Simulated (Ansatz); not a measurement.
Ideal-gas functions of `[NH2][AlH][CH2]Cl` at 800 K and 1 bar, from an Ansatz frequency run at PBE0-D4/def2-TZVP.

Molar mass 93.49 g/mol, point group C1 (symmetry number 1), electronic degeneracy 1, moments of inertia 52.068, 225.93, 237.263 u Å². Harmonic wavenumbers (cm⁻¹, unscaled): 68, 113, 185, 343, 404, 493, 533, 626, 648, 687, 735, 841, 1077, 1122, 1423, 1569, 1958, 3110, 3182, 3610, 3700.

Use S(trans) = R[1.5 ln M + 2.5 ln T − 1.1517]; rotational temperatures θ = 24.2544 K / I; S(rot) = R[ln(√π/σ · √(T³/θAθBθC)) + 1.5]; for each mode x = 1.438777 ν̃/T, S = R[x/(eˣ − 1) − ln(1 − e⁻ˣ)] and H = RT x/(eˣ − 1); 1 cm⁻¹ = 0.0119627 kJ/mol; R = 8.31446 J/(mol·K).

Question: By hand: the entropy, in J/(mol·K).

Answer: Translation 186.0. Rotation: θ = 0.4658, 0.1074, 0.1022 K, giving 122.5. Vibration, mode by mode: 25.79, 21.58, 17.50, 12.46, 11.15, 9.58, 8.98, 7.75, 7.50, 7.07, 6.57, 5.62, 4.01, 3.76, 2.45, 1.99, 1.14, 0.20, 0.18, 0.09, 0.08, in all 155.5. Electronic 0.0. Sum 464.0 J/(mol·K).

Question: By hand: H − E and G − E in kJ/mol, counted from the electronic energy.

Answer: Zero-point energy ½ × 26427 × 0.0119627 = 158.1; thermal vibration 59.7; translation, rotation and pV give 4 RT = 26.6. H − E = 244.4 kJ/mol, and G − E = 244.4 − 800 × 464.0/1000 = -126.8 kJ/mol.

Vibration gives 34 % of the entropy, 47.4 J/(mol·K) of it from the modes under 150 cm⁻¹: soft modes count most, and the harmonic formula is weakest for them. The sum counts one conformer and one mirror image; others add a mixing term.
